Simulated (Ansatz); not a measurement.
Stretching the I1–I2 bond in I2 (multiplicity 1 held). Energies count from the point at 2.695 Å.


Restricted levels (R-, RO-) in cc, def2 and unpolarised 6-31G sets keep to the state of the molecule at rest. Unrestricted levels (U-) break spin symmetry where that is lower. Active spaces are followed from rest. Left out are points that failed, MP2 points that dive below the minimum, coupled-cluster points behind a jump of the amplitudes or a sharp parting from full CI or MRCI, small-basis points behind a change of solution, and semi-empirical points at long bonds. Levels need not reach the same state.

Frozen-core correlation. Filled d and f shells under p-block atoms count as core.

Run with Ansatz (Gaussian orbitals). Values without a source in brackets are computed. In def2 rows elements past Kr take small-core potentials, without spin–orbit coupling.

Energies in kcal/mol.

```tsv
R (Å)	U-HF/def2-TZVPP	U-B3LYP/def2-TZVPP	R-MP2/def2-TZVPP	R-SCS-MP2/def2-TZVPP	R-CCSD(T)/def2-TZVPP	FIC-MRCISD+Q on CASSCF(14,8)/def2-TZVPP
2.156	76.6	77.1	76.0	78.0	79.4	79.7
2.425	11.2	12.8	11.4	12.4	13.2	13.4
2.695	0.0	0.0	0.0	0.0	0.0	0.0
2.964	7.2	6.2	8.0	?	5.9	5.6
3.234	11.5	18.0	21.5	19.7	16.8	16.0
3.638	13.8	33.5	40.6	37.5	30.7	29.1
4.042	14.0	40.0	53.6	?	37.5	35.9
4.716	13.6	42.6	60.9	53.3	38.1	39.0
5.390	13.6	42.9	56.2	45.4	35.4	39.3
6.198	13.7	43.0	43.4	28.5	33.0	39.5
7.276	13.7	43.0	22.8	2.9	31.3	39.5
8.623	13.8	43.0	left out	left out	30.1	39.6
10.779	13.8	43.0	left out	left out	28.9	39.6
```

What belongs in the gaps?


- 4.042, R-SCS-MP2/def2-TZVPP: 48.9
- 2.964, R-SCS-MP2/def2-TZVPP: 7.1

Doubts at one or more of the structures used: a spin-contaminated determinant (U-HF/def2-TZVPP, U-B3LYP/def2-TZVPP); a restricted determinant that unrestricted orbitals would lower (R-MP2/def2-TZVPP, R-SCS-MP2/def2-TZVPP, R-CCSD(T)/def2-TZVPP); other coupled-cluster roots lie near (R-CCSD(T)/def2-TZVPP).

Ansatz is an electronic-structure program.
